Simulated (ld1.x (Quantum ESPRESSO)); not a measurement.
What one change does to a pseudopotential (Pm (Z = 61), TM semilocal)

promethium (Pm), norm-conserving Troullier–Martins (semilocal form), made with ld1.x (Quantum ESPRESSO) 7.5 (PBE, scalar-relativistic). Core [Xe] 4f4, reference 5d1 6s1.75 6p0.25. Waves: 6p (bound): rc 3.65 bohr; 5d (bound): rc 3.10 bohr; 6s (bound): rc 2.95 bohr. Local part: the s channel. Core correction: none.

Change: wave 5d (bound): rc 3.10 bohr becomes 5d (bound): rc 3.68 bohr.

Cutoffs: the cutoffs (Ry, on a coarse ladder) from which the occupation-weighted sum of valence levels, in a spherical-Bessel basis at the reference potential, stays within 10 and 1 mRy of its value at 400 Ry; they do not see the model core or the augmentation charge, which bear on the density cutoff. Errors are all-electron minus pseudo energies relative to the spin-unpolarised reference configuration.

Q: What does the change do?

A: The potential gets softer (12 Ry and 18 Ry → 10 Ry and 15 Ry); of the 7 tests that both files solve, the error grows in 2 and shrinks in 0 by more than 15 % and 0.3 meV (median size 42.6 → 40.9 meV); neither file shows a bound ghost. A larger radius leaves more room for a smooth pseudo-wave, so fewer plane waves are needed. A semilocal file is local in each channel, so a ghost entry of none says nothing of the separable form that plane-wave codes build from it.

| quantity | base | changed |
| --- | --- | --- |
| cutoff, loose | 12 Ry | 10 Ry |
| cutoff, tight | 18 Ry | 15 Ry |
| loose cutoff by channel (10 mRy a level) | p 6 Ry, d 12 Ry, s 6 Ry | p 6 Ry, d 10 Ry, s 6 Ry |
| bound ghosts | none | none |
| error for 5d1 6s2 6p0, meV [ΔE -0.65 eV] | +0.2 | +0.2 |
| error for 5d1 6s1 6p0, meV [ΔE 5.71 eV] | +0.7 | +0.7 |
| error for 5d1 6s0 6p0, meV [ΔE 17.31 eV] | +187 | +182 |
| error for 5d1.5 6s1.5 6p0, meV [ΔE -0.05 eV] | +13 | +16 |
| error for 5d2 6s1 6p0, meV [ΔE 0.64 eV] | +45 | +55 |
| error for 5d1 6s0 6p1, meV [ΔE 9.02 eV] | +43 | +41 |
| error for 5d0 6s2 6p0, meV [ΔE 5.64 eV] | +188 | +200 |
